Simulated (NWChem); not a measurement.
**Atomisation of H$_{3}$Al**

```
Al
H 1 1.6008
H 1 1.6008 2 120.00
H 1 1.6008 2 120.00 3 180.00
```
Charge 0, spin multiplicity 1.

Program: NWChem. Structure: optimised with PBE/def2-SVP, a minimum by its harmonic frequencies.

Basis set: def2-TZVP. The atomisation energy is electronic alone: no zero-point, thermal, spin-orbit or counterpoise terms. No value is extrapolated to the basis-set limit. Free atoms are single determinants with multiplicities Al 2, H 2. Correlated methods freeze the same cores in atoms and molecule, 5 orbitals in all.

| method | atomisation energy (kcal/mol) |
|---|---|
| LDA (SVWN5) | 224.8 |
| PBE | 203.4 |
| CAM-B3LYP | 213.8 |
| HF | 167.6 |
| CCSD(T) | 204.9 |
| LC-wPBE (omega 0.3 per bohr) | 207.0 |
| PBE0 | 204.9 |
| MP2 | 199.0 |
| M06-2X | 208.4 |
| B3LYP | 212.2 |

The values span 57.2 kcal/mol, from HF (lowest) to LDA (SVWN5) (highest). 

The correlated methods keep 5 core orbitals frozen. B3LYP has NWChem's definition, with VWN1-RPA local correlation. The structure started from a generated list of species. No SCF solution was tested for a lower state. Open-shell Hartree-Fock references start from PBE0 orbitals. Coupled-cluster values serve here as a point of comparison, not as the truth.
